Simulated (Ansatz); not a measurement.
Reaction (atomization): `C1[NH][AlH][S]1` → Al• + C• + 4 H• + N• + S•

Isolated molecules relaxed with PBE0-D4/def2-TZVP in Ansatz; ΔE leaves out vibrations. CBS: MP2 limit from def2 TZ/QZ plus the TZ coupled-cluster correction, frozen cores. This one scheme is used for every species, atoms too. Functionals use def2-TZVPP. No spin–orbit coupling; open shells (•) take unrestricted orbitals. Spin–orbit coupling would lower the free atoms: a little for Al, C, S.

| level | ΔE (kcal/mol) | difference from CCSD(T)/CBS |
| --- | --- | --- |
| LDA (SPW92) | 761.1 | 101.0 |
| PBE-D4 | 674.8 | 14.7 |
| BLYP-D4 | 657.6 | -2.5 |
| r2SCAN-D4 | 661.7 | 1.6 |
| B97M-V | 666.6 | 6.5 |
| PBE0-D4 | 661.6 | 1.5 |
| r2SCANh-D4 | 656.9 | -3.2 |
| ωB97X-V | 665.0 | 4.9 |
| PBE | 670.5 | 10.4 |
| BLYP | 648.1 | -12.0 |
| r2SCAN | 660.7 | 0.6 |
| PBE0 | 658.1 | -2.0 |
| r2SCAN0 | 648.8 | -11.3 |
| CCSD(T)/def2-SVP | 611.8 | -48.3 |
| CCSD/def2-TZVPP | 625.3 | -34.8 |
| HF/def2-QZVPP | 456.5 | -203.6 |
| CCSD(T)/CBS | 660.1 | 0 |

Largest T1 diagnostic among the species: 0.018.

From BLYP to BHLYP (50 % exact exchange), in def2-TZVPP and without D4, ΔE moves by −16.5 kcal/mol: exact exchange takes away binding that semilocal exchange gives to molecules. At CCSD(T), def2-SVP lies −48.3 kcal/mol from the extrapolated value and def2-TZVPP −22.2 kcal/mol: correlation converges slowly with the basis, and small sets miss more of it in the bonded molecule than in its fragments.

For atomizations the MP2-based limit and the directly extrapolated one differ by several kJ/mol either way, and by 10 to 25 for some Ge, Se and Sn compounds, so smaller differences from it don't rank the levels.
